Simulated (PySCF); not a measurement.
Species: BF₄ (charge -1).
Structure used (PBE0-D3(BJ)/def2-SVP), in Å, numbered top down from 1:
```xyz
5
BF4 angstrom
F      0.8922    0.5186   -0.9760
B      0.0184   -0.0211   -0.0193
F     -0.8330   -0.9526   -0.6343
F      0.7626   -0.6586    0.9850
F     -0.7480    1.0089    0.5481
```

Jobs on this species (5 atoms, 42 electrons) with PySCF (density fitting). Hardware of each: one thread of an Arm Neoverse V1 (shared host). The host was shared with other jobs, so the times are rough.

Question: Rank these jobs by wall time, shortest first.
A. KT3/pcSseg-2; shieldings; 180 basis functions
B. PBE0/aug-cc-pVDZ; shieldings, charges and field gradients; 115 basis functions
C. PBE0/cc-pVDZ; shieldings, charges and field gradients; 70 basis functions

Answer: C (2.9 s), B (5.3 s), A (11 s).

All jobs:

| level and settings | work | basis functions | SCF cycles | wall time |
| --- | --- | --- | --- | --- |
| PBE0/cc-pVDZ | shieldings, charges and field gradients | 70 | 10 | 2.9 s |
| HF/pcSseg-2 | shieldings | 180 | 8 | 3.9 s |
| PBE0/aug-cc-pVDZ | shieldings, charges and field gradients | 115 | 11 | 5.3 s |
| PBE0-D3(BJ)/def2-SVP, grid level 1 | geometry optimisation from a GFN2-xTB start shaken at random | 70 | 28 | 6.2 s |
| PBE0/pcSseg-2 | shieldings | 180 | 11 | 7.7 s |
| PBE0/IGLO-III | shieldings, charges and field gradients | 175 | 10 | 8.5 s |
| KT3/pcSseg-2 | shieldings | 180 | 13 | 11 s |
| BP86/pcSseg-2 | shieldings | 180 | 13 | 12 s |
| PBE/pcSseg-2 | shieldings | 180 | 13 | 12 s |

Question: What do all jobs in the table cost together?

Answer: About 70 s; the longest takes about 17 % of that, and about 4.1 times as long as the shortest.
